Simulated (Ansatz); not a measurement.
Start from `F[Si]1([GeH3])CO1` and change one atom or group to get `CO[Si]1(F)CO1`.

Ansatz, PBE0-D4/def2-TZVP geometries, multiplicity 1. Each molecule was computed in one conformer, which needn't be the lowest.

Scalar relativity is left out up to krypton.

```csv
property,`F[Si]1([GeH3])CO1`
size of the dipole moment (ωB97M-V/def2-TZVPP) / D,2.16
LUMO energy (ωB97M-V/def2-TZVPP) / eV,1.22
HOMO–LUMO gap (PBE0/def2-TZVPP) / eV,7.12
HOMO energy (PBE0/def2-TZVPP) / eV,-7.71
HOMO energy (B3LYP/def2-TZVPP) / eV,-7.49
size of the dipole moment (PBE/def2-TZVPP) / D,1.91
```

Q: Give the same properties after the change, and the shifts. (Estimate.)

A: Ansatz gave: 
```
                                          property  `CO[Si]1(F)CO1`  shift
size of the dipole moment (ωB97M-V/def2-TZVPP) / D             2.69   0.53
             LUMO energy (ωB97M-V/def2-TZVPP) / eV             2.13   0.91
              HOMO–LUMO gap (PBE0/def2-TZVPP) / eV             8.10   0.98
                HOMO energy (PBE0/def2-TZVPP) / eV            -7.75  -0.04
               HOMO energy (B3LYP/def2-TZVPP) / eV            -7.52  -0.03
    size of the dipole moment (PBE/def2-TZVPP) / D             2.46   0.55
```

Dipoles are sizes alone; their direction can turn.

B3LYP here is the variant with VWN-RPA as its local correlation; programs differ in this.
